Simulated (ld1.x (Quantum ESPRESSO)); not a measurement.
## u(r) = r·R(r): atom against pseudo-atom (Mn)

Columns: radius, all-electron u(r) and pseudo u(r) of the 4p shell (level -1.63 eV) of manganese in the configuration [Ar] 3d5 4s1.75 4p0.25; PW91, scalar-relativistic, TM scheme, ld1.x (Quantum ESPRESSO) 7.5.

| r (bohr) | all-electron | pseudo |
| --- | --- | --- |
| 0.138 | 0.1044 | 0.0018 |
| 0.275 | 0.0284 | 0.0070 |
| 0.413 | -0.0938 | 0.0158 |
| 0.550 | -0.1652 | 0.0281 |
| 0.688 | -0.1777 | 0.0440 |
| 0.825 | -0.1477 | 0.0634 |
| 0.963 | -0.0933 | 0.0866 |
| 1.100 | -0.0286 | 0.1131 |
| 1.238 | 0.0392 | 0.1431 |
| 1.375 | 0.1044 | 0.1757 |
| 1.513 | 0.1654 | 0.2108 |
| 1.650 | 0.2203 | 0.2469 |
| 1.788 | 0.2695 | 0.2835 |
| 1.925 | 0.3124 | 0.3189 |
| 2.062 | 0.3496 | 0.3521 |
| 2.200 | 0.3817 | 0.3824 |
| 2.338 | 0.4087 | 0.4089 |
| 2.475 | 0.4310 | 0.4310 |
| 2.613 | 0.4492 | 0.4492 |
| 2.750 | 0.4634 | 0.4634 |
| 2.888 | 0.4742 | 0.4742 |
| 3.025 | 0.4818 | 0.4818 |
| 3.162 | 0.4865 | 0.4865 |
| 3.300 | 0.4887 | 0.4887 |
| 3.438 | 0.4887 | 0.4887 |
| 3.575 | 0.4866 | 0.4866 |

**Question.** How many radial nodes do the two functions have?

**Answer.** The all-electron 4p function has n − l − 1 = 2; the pseudo-wave has 0, since the states of the same l below it are removed with the core.

**Question.** At about which radius was the pseudo-wave matched?

**Answer.** 2.75 bohr. The columns agree to 0.0005 from 2.34 bohr on; several derivatives are matched, so the curves merge somewhat inside the radius.

**Question.** Where does each function peak?

**Answer.** Outermost all-electron maximum near 3.30 bohr, pseudo maximum near 3.30 bohr (to the table’s step).

**Question.** Is the pseudo-wave norm-conserving?

**Answer.** Yes: the TM scheme keeps the norm inside the radius equal to the all-electron one, which fixes the energy derivative of the logarithmic derivative at the level.
